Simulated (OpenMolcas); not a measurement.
## S III: from CASSCF to CASPT2

```
Program             : OpenMolcas 26.06
Basis               : ANO-R3 [6s5p4d3f1g]
Scalar Hamiltonian  : X2C, finite nucleus
Active space        : 2 electrons in 3 orbitals (3p)
State averaging     : 2S+1 = 3 even, 3 roots; 2S+1 = 1 even, 6 roots
Spin-orbit coupling : RASSI with atomic mean-field integrals over the reference wave functions, term energies averaged over their components
```

Methods on the same reference wave functions:
A. CASSCF
B. SS-CASPT2, IPEA 0.25 Eh, imaginary shift 0.1 Eh (closed shells correlated: 2s 2p 3s)

Energies in cm⁻¹ above 3s² 3p² ³P₀, the measured ground level; measured values from NIST levels in Podobedova, Kelleher and Wiese, J. Phys. Chem. Ref. Data 38, 171 (2009).

```json
{"Level": "3s² 3p² ³P₀", "A": "0.0", "B": "0.0", "Measured": "0.0"}
{"Level": "3s² 3p² ³P₁", "A": "268", "B": "272", "Measured": "299"}
{"Level": "3s² 3p² ³P₂", "A": "765", "B": "766", "Measured": "833"}
{"Level": "3s² 3p² ¹D₂", "A": "14263", "B": "11000", "Measured": "11323"}
{"Level": "3s² 3p² ¹S₀", "A": "34658", "B": "26980", "Measured": "27161"}
```

Deviations, from unrounded energies. A percentage is the sum of absolute deviations over the sum of measured energies, with the sign that they share, or ± where signs differ.

| Against measurement | Levels | A | B |
| --- | --- | --- | --- |
| mean absolute deviation (cm-1) | 4 | 2600 | 150 |
| fine structure of the ground term (%) | 2 | -8.8 | -8.3 |
| other terms of the ground configuration (%) | 2 | +27.1 | -1.3 |

B lies closest to measurement on these levels. The largest miss of B in the table is 3s² 3p² ¹D₂, by -320 cm-1. The ranking rests on the paired levels alone, and a cruder setting can come out closer through cancelling errors.

From A to B the spin-free energies of the other terms of 3s² 3p² shown, above ³P, scale by factors of 0.76 to 0.77.

The lowest spin-free term lies below A's lowest term by 0.357 hartree in B.

Term energies are means over components that CASPT2 splits; among the terms shown or strongly mixed into the levels shown the widest spread is 120 cm-1 (3s² 3p² ¹D, B). With the s shell closed, the reference lacks s² → p² mixing. Computed and measured levels are paired by configuration, term and J; levels that our copy of the source lacks, or whose pairing is in doubt (as where it misses far off the trend of its configuration), stay unpaired and out of the deviations. Only configurations of the active space appear.
